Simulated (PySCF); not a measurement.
**Worked example: oscillator strength and radiative lifetime**

Ge(OH)3(PH2) (GeH5O3P), SMILES [OH][Ge]([OH])([OH])[PH2].

Geometry: B3LYP-D3(BJ)/def2-SVP. Other conformers were not sampled.

TDA-PBE/def2-SVPD run with PySCF 2.14.0 puts the first singlet state with f over 0.02 at 5.57 eV (vertical), with the transition dipole (0.798, 0.021, -0.389) in atomic units.

Task: Find the oscillator strength, the wavelength and the radiative lifetime that this transition would have in vacuum if emission retraced absorption.

Result: 
|μ|² = 0.7886 au, so |μ| = 2.26 D. ΔE = 5.57/27.211 = 0.2047 hartree. f = (2/3) ΔE |μ|² = 0.108 (the program prints 0.108).
λ = 1239.84/5.57 = 223 nm; ν = 44925 cm⁻¹.
Einstein's coefficient A = 0.6670 ν² f s⁻¹ (ν in cm⁻¹) = 1.4e8 s⁻¹, so τ = 1/A = 6.9 ns. This state is S1. The figure is the radiative limit of this one transition; relaxation, internal conversion, crossing to triplets and a medium change what is measured.
